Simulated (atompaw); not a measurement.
# Before and after: PAW (atompaw) potential for samarium (Sm)

Sm, PAW, made with atompaw 4.2.0.5 (PBE, scalar-relativistic). Core [Kr] 4d10 4f6, reference 5s2 5p6 5d0 6s1.5 6p0 (charge +0.5). Waves: 5s (bound): rc 2.45 bohr; 6s (bound): rc 2.25 bohr; 5p (bound): rc 2.50 bohr; 6p (bound, empty): rc 3.00 bohr; 5d (bound, empty): rc 2.30 bohr; 5d channel at 1.7 Ry: rc 3.00 bohr. Local part: ultrasoft scheme with l = 3 at 0 Ry, radius 2.70 bohr. Core correction: smooth core density matched at 2.55 bohr. Augmentation charge: gaussian compensation charge, radius 2.95 bohr; PAW radius 3.00 bohr; waves and projectors: custom rrkj gramschmidtortho.

Change: reference 5s2 5p6 5d0 6s2 6p0.

Cutoffs: the cutoffs (Ry, on a coarse ladder) from which the occupation-weighted sum of valence levels, in a spherical-Bessel basis at the reference potential, stays within 10 and 1 mRy of its value at 400 Ry; they do not see the model core or the augmentation charge, which bear on the density cutoff.

**Question.** What does the change do?

**Answer.** The potential gets harder (15 Ry and 21 Ry → 18 Ry and 25 Ry); the range in which the p phases agree narrows (upper end at the end of the scan → 1.1); the range in which the d phases agree narrows (upper end at the end of the scan → 2.8); neither file shows a bound ghost.

```csv
quantity,base,changed
"cutoff, loose",15 Ry,18 Ry
"cutoff, tight",21 Ry,25 Ry
loose cutoff by channel (10 mRy a level),"s 12 Ry, p 10 Ry","s 15 Ry, p 10 Ry"
bound ghosts,none,none
s: phases at 3.00 bohr within 0.05 rad from the reference energy up to (Ry; the scan ends near 5),4.2,3.3
p: phases at 3.00 bohr within 0.05 rad from the reference energy up to (Ry; the scan ends near 5),to the end of the scan,1.1
d: phases at 3.00 bohr within 0.05 rad from the reference energy up to (Ry; the scan ends near 5),to the end of the scan,2.8
lowest overlap eigenvalue by channel,"s 0.19, p 0.06, d 0.21","s 0.24, p 0.05, d 0.21"
```

 The cutoffs see the waves, projectors and local potential, not the compensation charge or the core.
